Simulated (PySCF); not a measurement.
Vertical excitations of a molecule CH8N2Si3 from TDDFT-LC-ωPBE/def2-SVPD (PySCF 2.14.0), as energy in eV (oscillator strength): 3.29 (0.000), 5.47 (0.041), 6.35 (0.008), 6.49 (0.018), 6.85 (0.011), 6.86 (0.024), 7.15 (0.131), 7.16 (0.017), 7.38 (0.018), 7.54 (0.009). Lowest triplet (TDA): 2.63 eV. The structure is a stationary point at PBE0-D3(BJ)/def2-SVP. Other conformers were not sampled.

### Question
Which molecule gave these data?
(A) N[SiH2]C1=N[SiH2][SiH2]1
(B) N[Si@@]1([SiH3])C=N[SiH2]1
(C) [SiH3]N[Si@H]1N=C[SiH2]1
(D) C1=N[SiH2][SiH2]N[SiH2]1

### Answer
D, C1=N[SiH2][SiH2]N[SiH2]1
